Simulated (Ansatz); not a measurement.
Program: Ansatz. Geometries: PBE0-D4/def2-TZVP. ΔE: electronic, gas phase. CCSD(T)/CBS is the MP2 limit (def2-TZVPP, def2-QZVPP) plus CCSD(T) − MP2 in def2-TZVPP, frozen cores. DFT in def2-TZVPP. B3LYP here is the variant with VWN-RPA as its local correlation; programs differ in this. HSE06 is defined as in plane-wave codes. For Br outer-core shells are correlated without core-valence functions, which leaves a few kJ/mol of doubt a bond. Scalar relativity is left out up to krypton. One conformer a species, not always the lowest.

`[F][Al]([Br])[Br]` + `O[SiH](F)[SiH3]` → `[F][AlH][Br]` + `O[SiH](F)[SiH2]Br`  (redistribution)

```json
{"level": "revPBE-D4", "ΔE (kJ/mol)": "52.8", "difference from CCSD(T)/CBS": "-7.1"}
{"level": "B97M-V", "ΔE (kJ/mol)": "52.9", "difference from CCSD(T)/CBS": "-7.0"}
{"level": "PBE0-D4", "ΔE (kJ/mol)": "56.7", "difference from CCSD(T)/CBS": "-3.2"}
{"level": "HSE06-D4", "ΔE (kJ/mol)": "56.8", "difference from CCSD(T)/CBS": "-3.1"}
{"level": "CAM-B3LYP-D4", "ΔE (kJ/mol)": "58.8", "difference from CCSD(T)/CBS": "-1.1"}
{"level": "ωB97X-V", "ΔE (kJ/mol)": "57.6", "difference from CCSD(T)/CBS": "-2.3"}
{"level": "B2PLYP", "ΔE (kJ/mol)": "61.0", "difference from CCSD(T)/CBS": "1.1"}
{"level": "BLYP", "ΔE (kJ/mol)": "58.1", "difference from CCSD(T)/CBS": "-1.8"}
{"level": "B3LYP", "ΔE (kJ/mol)": "60.2", "difference from CCSD(T)/CBS": "0.3"}
{"level": "HSE06", "ΔE (kJ/mol)": "58.4", "difference from CCSD(T)/CBS": "-1.5"}
{"level": "BHLYP", "ΔE (kJ/mol)": "62.7", "difference from CCSD(T)/CBS": "2.8"}
{"level": "LC-ωPBE", "ΔE (kJ/mol)": "60.5", "difference from CCSD(T)/CBS": "0.6"}
{"level": "HF/def2-SVP", "ΔE (kJ/mol)": "72.5", "difference from CCSD(T)/CBS": "12.6"}
{"level": "MP2/def2-TZVPP", "ΔE (kJ/mol)": "61.7", "difference from CCSD(T)/CBS": "1.8"}
{"level": "HF/CBS(def2)", "ΔE (kJ/mol)": "66.7", "difference from CCSD(T)/CBS": "6.8"}
{"level": "CCSD/CBS(def2)", "ΔE (kJ/mol)": "61.1", "difference from CCSD(T)/CBS": "1.2"}
{"level": "CCSD(T)/CBS", "ΔE (kJ/mol)": "59.9", "difference from CCSD(T)/CBS": "0"}
```

Question: What do rigid-rotor, harmonic-oscillator terms from PBE0-D4/def2-TZVP frequencies (298.15 K, 1 bar) make of the CCSD(T)/CBS value? (An estimate is asked.)

Answer: Ansatz gave: ΔZPE = -0.5 kJ/mol, ΔH = +58.4 kJ/mol, ΔS = 0 J/(mol·K), ΔG = +58.4 kJ/mol. Modes under 50 cm⁻¹ make the entropy rough.

Largest T1 diagnostic among the species: 0.013.

From PBE to PBE0 (25 % exact exchange), in def2-TZVPP and without D4, ΔE moves by +3.1 kJ/mol. Leaving LDA and LC-ωPBE aside and taking each functional with its dispersion term where it has one, the values spread over 8.2 kJ/mol, from revPBE-D4 to B2PLYP. At CCSD(T), def2-SVP lies +10.9 kJ/mol from the extrapolated value and def2-TZVPP +2.8 kJ/mol.
